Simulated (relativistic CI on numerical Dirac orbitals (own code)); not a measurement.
# Electric-dipole lines of Xe III

Method of calculation: Dirac-Coulomb-Breit CI, orbitals from a KLI potential per configuration, a model potential for QED, valence Slater integrals scaled by 0.85, P86 correlation estimate, and configurations built on the next ion tied to the tabulated ionisation energy (semi-empirical) (own radial code, finite nucleus).

Configurations in the expansion (outside the closed core [Kr] 4d10): 5s²5p⁴, 5s²5p³5d, 5s²5p³6s, 5s²5p³6p, 5s²5p³6d, 5s²5p³7s, 5s²5p³5f, 5s²5p³6f, 5s5p⁵, 5p⁶, 5s²5p²5d², 5s5p⁴5d, 5s²5p²4f², 5s²5p³4f, 5s²5p³7p, 5s5p⁴5f, 5s²5p²5f², 5s²5p³7d, 5s²5p³5g, 5s²5p³7f, 5p⁴5d², 5s²5p²4f5d, 5s5p⁴6s, 5s5p³6s². Levels of other configurations are missing.

```tsv
λ vac (nm)	Lower	Upper	A (s⁻¹)	gf	Branching (%)
47.023	5s²5p⁴ ³P2 [1]	5s²5p³7d ³D°3 [195]	4.08e+09	9.48e-01	91.6
48.452	5s²5p⁴ ³P2 [1]	5s²5p³6d ³P°1 [159]	5.30e+09	5.60e-01	61.8
48.687	5s²5p⁴ ³P2 [1]	5s²5p³6d ³P°2 [157]	5.25e+09	9.33e-01	87.0
51.675	5s²5p⁴ ¹S0 [5]	5s²5p³6d ¹P°1 [286]	7.31e+09	8.78e-01	81.6
51.915	5s²5p⁴ ³P1 [3]	5s²5p³6d ³D°2 [144]	3.55e+09	7.17e-01	78.7
52.216	5s²5p⁴ ¹D2 [4]	5s²5p³6d ¹F°3 [165]	5.06e+09	1.45e+00	83.8
52.447	5s²5p⁴ ¹D2 [4]	5s²5p³6d ¹D°2 [163]	4.48e+09	9.24e-01	74.9
52.540	5s²5p⁴ ¹D2 [4]	5s²5p³6d ³S°1 [161]	6.82e+09	8.46e-01	83.3
52.818	5s²5p⁴ ³P2 [1]	5s²5p³6d ³D°3 [106]	5.05e+09	1.48e+00	86.9
59.591	5s²5p⁴ ¹D2 [4]	5s²5p³5d ¹P°1 [95]	7.14e+09	1.14e+00	33.0
60.132	5s²5p⁴ ³P2 [1]	5s²5p³5d ³P°1 [62]	6.22e+09	1.01e+00	35.4
60.733	5s²5p⁴ ³P2 [1]	5s²5p³6s ³P°2 [59]	2.27e+09	6.28e-01	55.0
60.909	5s²5p⁴ ³P2 [1]	5s²5p³6s ¹P°1 [57]	3.39e+09	5.66e-01	24.5
62.121	5s²5p⁴ ³P1 [3]	5s²5p³5d ³P°0 [71]	2.66e+10	1.54e+00	100.0
62.277	5s²5p⁴ ³P2 [1]	5s²5p³5d ³P°2 [55]	5.44e+09	1.58e+00	23.4
63.138	5s²5p⁴ ³P0 [2]	5s²5p³5d ³P°1 [62]	5.41e+09	9.69e-01	30.7
63.822	5s²5p⁴ ³P1 [3]	5s²5p³5d ³P°1 [62]	4.69e+09	8.59e-01	26.6
64.161	5s²5p⁴ ¹D2 [4]	5s²5p³5d ¹P°1 [78]	1.34e+10	2.48e+00	70.8
64.183	5s²5p⁴ ³P1 [3]	5s²5p³5d ¹D°2 [60]	3.07e+09	9.48e-01	21.2
64.549	5s²5p⁴ ³P2 [1]	5s²5p³5d ³D°2 [49]	1.51e+10	4.73e+00	85.7
64.697	5s²5p⁴ ³P1 [3]	5s²5p³6s ¹P°1 [57]	3.88e+09	7.30e-01	28.0
65.868	5s²5p⁴ ³P2 [1]	5s²5p³5d ¹F°3 [45]	1.09e+10	4.94e+00	93.4
65.984	5s²5p⁴ ¹D2 [4]	5s²5p³5d ¹F°3 [66]	2.07e+10	9.46e+00	100.0
65.989	5s²5p⁴ ³P0 [2]	5s²5p³5d ³D°1 [54]	9.34e+09	1.83e+00	56.5
66.243	5s²5p⁴ ³P1 [3]	5s²5p³5d ³P°2 [55]	1.43e+10	4.71e+00	61.6
66.396	5s²5p⁴ ³P2 [1]	5s²5p³5d ³S°1 [42]	1.09e+10	2.16e+00	80.3
66.736	5s²5p⁴ ³P1 [3]	5s²5p³5d ³D°1 [54]	6.49e+09	1.30e+00	39.3
66.816	5s²5p⁴ ¹S0 [5]	5s²5p³5d ¹P°1 [95]	1.41e+10	2.83e+00	65.2
67.304	5s²5p⁴ ¹D2 [4]	5s²5p³5d ¹D°2 [60]	1.14e+10	3.87e+00	78.6
77.340	5s²5p⁴ ³P2 [1]	5s²5p³6s ³S°1 [23]	2.44e+09	6.56e-01	76.6
```

Terms are leading LS components. Brackets give the number of a level in order of energy, since labels repeat. The list gives strong lines, with weight on those to low levels, without configurations that were not tied to measured data, without lines whose two gauges differ by over a factor of 2.5, among the lowest 300 of 1384 levels, so that lines to higher ones, which can be the strongest, are missing, and without lines across small gaps between configurations, and without 148 lines that miss the measured interval by over 3.5 %, start from a term whose rates miss tabulated ones by over 60 %, have gauges far apart or, lacking measured levels, span too small a gap for the errors found; lines with a level outside our table were not tested and can miss by more. Levels whose partners in the same complex of configurations lie outside the list can be far off, and so can their lines. Rates are taken at the computed energies, electric ones in the length gauge.

Configurations that consist of the next ion and one excited electron were tied to the tabulated ionisation energy; Rydberg ones are usually within 1,000 to 3,000 cm⁻¹ and the lowest ones within about 6,000 (9,000 in d shells), while levels on excited terms of the next ion carry the error of that term, and the other configurations can be misplaced by 10,000 cm⁻¹ or more. Rates follow the energies as ν³ (E1, M1) or ν⁵ (E2), so rates, branching and lifetimes can be off by large factors. The fine structure of a lone outer electron comes out too small, for d and f at times inverted, and misplaced configurations move strength between like terms. 38 of the 69 excited levels that our extract of the measured tables holds in this range could be paired (the sources list more); they are missed by 2153 cm⁻¹ on average and 5160 at most, and levels without a partner can miss by more.

LS names give the leading component of a level, which can be under half, so a name can repeat, a term be missing and a line seem to break the LS rules.
